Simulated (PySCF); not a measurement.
```xyz
3
charge 0 multiplicity 2, angstrom
Ti   -0.2556    0.3492   -1.1567
O     0.2560   -0.3497   -2.5085
Br    0.1035   -0.1414    1.2135
```

Computed with PySCF, UPBE0, basis Ti def2-TZVP, O def2-TZVP, Br def2-TZVP (no relativity, density fitting).

This geometry of TiOBr is a stationary point at this level.

(1) What is the point group?

(2) Is it a minimum?

(3) Which band is strongest in the infrared?

(4) What are the dipole moment and the gap between the highest occupied and lowest empty levels of either spin?

(5) Give the ideal-gas entropy at 298.15 K and 1 bar by parts.

## Answers

(1) Cs.

(2) Yes: all harmonic wavenumbers are real.

(3) 1066 cm⁻¹, 327 km/mol.

(4) 4.68 D and 3.47 eV.

(5) translation 170.7, rotation 106.1, vibration 20.9, spin 5.8; total 303.5 J/(mol K).

The spin densities have lower symmetry than the nuclear frame, so modes carry no symmetry labels. This need not be the most stable arrangement of these atoms. Other spin states or occupations of the open shell can lie lower.
